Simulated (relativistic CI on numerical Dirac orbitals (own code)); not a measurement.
Method of calculation: Dirac-Coulomb-Breit CI, separate exchange-only KLI orbitals for each configuration, model QED, unscaled Slater integrals (own radial code, finite nucleus).

The strongest absorption lines from the ground level of an ion, among the configurations computed and to levels below about 449 eV (vacuum wavelength in Å, gf): 52.396 (0.22), 54.759 (1.7), 54.879 (0.76), 55.263 (0.84), 61.567 (0.059), 70.448 (0.39), 71.077 (0.22), 71.559 (0.16).

(1) Which ion is it?
A. Ru27+
B. Ag30+
C. Sn33+
D. I36+

Answers

(1) C. Sn33+ has 17 electrons and the ground level 3s²3p⁵ ²P°3/2; the strongest line goes to 3s²3p⁴3d ²D5/2. The pattern of lines fixes the number of electrons, and along that sequence the line energies rise steadily with the charge (about as its square where n changes within one kind of shell, about linearly where n is kept but much faster in heavy ions where fine structure, which grows about as Z⁴, sets the gap, and irregularly where shells cross), which fixes Z. Configurations outside the model, such as inner-shell arrays, can give stronger lines. At this charge energies of transitions that change n are usually good to better than 1 %, and those within a shell (Δn = 0) to a few per cent.

LS names give the leading component of a level, which can be under half, so a name can repeat, a term be missing and a line seem to break the LS rules.
